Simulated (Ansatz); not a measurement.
`[F][GeH]([F])[GeH3]` + CH₃SH → `C[S][GeH]([F])[F]` + GeH₄ at 700 K and 1 bar (cleavage of the Ge–Ge bond).

Isolated molecules relaxed with PBE0-D4/def2-TZVP in Ansatz; ΔE leaves out vibrations. CCSD(T)/CBS is the MP2 limit (def2-TZVPP, def2-QZVPP) plus CCSD(T) − MP2 in def2-TZVPP, frozen cores. This one scheme is used for every species. For Ge outer-core shells are correlated without core-valence functions, which leaves a few kJ/mol of doubt a bond. Scalar relativity is left out up to krypton. One conformer a species, not always the lowest.

```tsv
species	CCSD(T)/CBS energy (Eh)	H − E (kJ/mol)	S (J/(mol·K))
`[F][GeH]([F])[GeH3]`	-4354.28742	167.4	468.9
CH₃SH	-438.22835	160.2	309.0
`C[S][GeH]([F])[F]`	-2714.02980	212.7	483.5
GeH₄	-2078.49493	112.9	267.3
```

H − E and S are ideal-gas, rigid-rotor, harmonic terms from PBE0-D4/def2-TZVP, for one conformer and one mirror image of each species. 1 Eh = 2625.50 kJ/mol, R = 8.31446 J/(mol·K).

Problem. By hand: ΔE, ΔH, ΔS and ΔG.

Solution. ΔE = (-2714.02980) + (-2078.49493) − (-4354.28742) − (-438.22835) = -0.00896 Eh = -23.5 kJ/mol. Δ(H − E) = 212.7 + 112.9 − 167.4 − 160.2 = -2.0, so ΔH = -25.5 kJ/mol. ΔS = 483.5 + 267.3 − 468.9 − 309.0 = -27.1 J/(mol·K). ΔG = -25.5 − 700 × (-27.1)/1000 = -6.5 kJ/mol.

Problem. By hand: the equilibrium constant, and the temperature at which ΔG would vanish if ΔH and ΔS stayed fixed.

Solution. log₁₀ K = −ΔG/(RT ln 10) = 0.5. ΔG = 0 at ΔH/ΔS = 941 K.

TΔS isn't small against ΔH here. A doubt of 5 kJ/mol in ΔE shifts log₁₀ K by 0.4 here. Other conformers and mirror images would add mixing entropy, several J/(mol·K) or more a flexible species. Modes under 60 cm⁻¹, often nearly free rotors, make the harmonic entropy too high. These are equilibria of isolated gas molecules and say nothing of rates. Largest T1 diagnostic: 0.012 (customary marks: 0.02 for closed shells, 0.045 for open ones).
